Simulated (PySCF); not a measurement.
# Working out the excitation energy of S²⁺

S²⁺ [Ne] 3s2 3p2 (3P) → S²⁺ [Ne] 3s1 3p2 3d1 (high-spin determinant). Computed with PySCF 2.14 in aug-cc-pV(D+d)Z (5s4p3d, 32 functions), with the non-relativistic Hamiltonian (point nucleus). Frozen: [Ne]. Energies in hartree (1 hartree = 27.21139 eV):

```tsv
part	S²⁺ (lower)	S²⁺ (upper)
UHF	-396.324755	-395.494091
CCSD correlation	-0.077929	-0.055113
(T)	-0.001017	-0.003233
```

Question: What does Hartree-Fock give?

Answer: (-395.494091) − (-396.324755) = 0.830664 hartree = 22.604 eV.

Question: What do CCSD and CCSD(T) give?

Answer: The CCSD correlation energies differ by 0.022816 hartree = 0.621 eV and the triples by -0.002216 hartree = -0.060 eV, so CCSD gives 23.225 eV and CCSD(T) 23.165 eV.

One determinant mixes LS terms, so it does not stand for a single term.

The coupled-cluster amplitudes are large, so a single reference is strained.
